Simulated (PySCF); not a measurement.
BiH5Si, SMILES [BiH2][SiH3]. Atoms are numbered in the order given.

```xyz
7

Bi     0.4622     0.0296     0.0000
H      0.4718    -1.2356    -1.2767
H      0.4718    -1.2356     1.2767
Si    -2.2222    -0.0026     0.0000
H     -2.7679    -1.3788     0.0000
H     -2.7143     0.7125     1.2028
H     -2.7143     0.7125    -1.2028
```

The structure is a stationary point at B3LYP-D3(BJ)/def2-TZVP. The def2 effective core potentials stand for the cores of Bi; spin–orbit coupling is left out.

These are TDA-ωB97X/def2-SVPD (PySCF 2.14.0) values and carry that method's errors.

Vertical excitations. Gas-phase values at a fixed geometry. State labels are in the subgroup Cs.

**Question.** Give excitation energies, oscillator strengths and character. (An estimate is asked for; the answer gives what the named calculation found.)

**Answer.** 
| state | symmetry | energy (eV) | λ (nm) | f | main pairs |
|---|---|---|---|---|---|
| S1 | A" | 5.83 | 213 | 0.012 | HOMO→LUMO+2 96 % |
| S2 | A' | 5.83 | 213 | 0.058 | HOMO→LUMO+1 89 % |
| S3 | A' | 6.21 | 200 | 0.405 | HOMO→LUMO 68 %, HOMO−1→LUMO 20 % |
| S4 | A' | 7.00 | 177 | 0.083 | HOMO−1→LUMO+1 87 % |
| S5 | A" | 7.06 | 176 | 0.016 | HOMO−1→LUMO+2 66 %, HOMO−2→LUMO+1 16 % |
| S6 | A' | 7.07 | 175 | 0.621 | HOMO−1→LUMO 65 %, HOMO→LUMO 15 %, HOMO→LUMO+3 12 % |
| S7 | A' | 7.27 | 170 | 0.112 | HOMO→LUMO+3 71 % |
| S8 | A" | 7.33 | 169 | 0.028 | HOMO→LUMO+4 72 %, HOMO−2→LUMO 13 % |
| S9 | A" | 7.69 | 161 | 0.027 | HOMO−2→LUMO 77 % |
| S10 | A' | 8.15 | 152 | 0.001 | HOMO→LUMO+5 66 % |
| T1 | A' | 4.88 | 254 | 0 | HOMO→LUMO 71 %, HOMO→LUMO+1 19 % |
| T2 | A" | 5.29 | 234 | 0 | HOMO→LUMO+2 89 % |
| T3 | A' | 5.51 | 225 | 0 | HOMO→LUMO+1 70 %, HOMO→LUMO 18 % |
| T4 | A" | 6.13 | 202 | 0 | HOMO−1→LUMO+2 77 % |
Triplets are in the Tamm–Dancoff approximation.
